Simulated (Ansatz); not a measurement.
Ideal-gas functions of CH$_{5}$SSb (`S[CH2][SbH2]`) at 800 K and 1 bar, from an Ansatz frequency run at PBE0-D4/def2-TZVP.

Molar mass 170.88 g/mol, point group C1 (symmetry number 1), electronic degeneracy 1, moments of inertia 26.125, 304.121, 321.269 u Å². Harmonic wavenumbers (cm⁻¹, unscaled): 65, 147, 186, 483, 571, 599, 783, 792, 833, 920, 1073, 1135, 1436, 1954, 1967, 2685, 3088, 3162.

Use S(trans) = R[1.5 ln M + 2.5 ln T − 1.1517]; rotational temperatures θ = 24.2544 K / I; S(rot) = R[ln(√π/σ · √(T³/θAθBθC)) + 1.5]; for each mode x = 1.438777 ν̃/T, S = R[x/(eˣ − 1) − ln(1 − e⁻ˣ)] and H = RT x/(eˣ − 1); 1 cm⁻¹ = 0.0119627 kJ/mol; R = 8.31446 J/(mol·K).

**Question.** By hand: the entropy, in J/(mol·K).

**Answer.** Translation 193.5. Rotation: θ = 0.9284, 0.0798, 0.0755 K, giving 122.2. Vibration, mode by mode: 26.17, 19.40, 17.46, 9.74, 8.45, 8.09, 6.12, 6.04, 5.69, 5.02, 4.03, 3.69, 2.41, 1.15, 1.13, 0.39, 0.21, 0.19, in all 125.4. Electronic 0.0. Sum 441.1 J/(mol·K).

**Question.** By hand: H − E and G − E in kJ/mol, counted from the electronic energy.

**Answer.** Zero-point energy ½ × 21879 × 0.0119627 = 130.9; thermal vibration 48.4; translation, rotation and pV give 4 RT = 26.6. H − E = 205.9 kJ/mol, and G − E = 205.9 − 800 × 441.1/1000 = -147.0 kJ/mol.

Vibration gives 28 % of the entropy, 45.6 J/(mol·K) of it from the modes under 150 cm⁻¹: soft modes count most, and the harmonic formula is weakest for them. The sum counts one conformer and one mirror image; others add a mixing term.
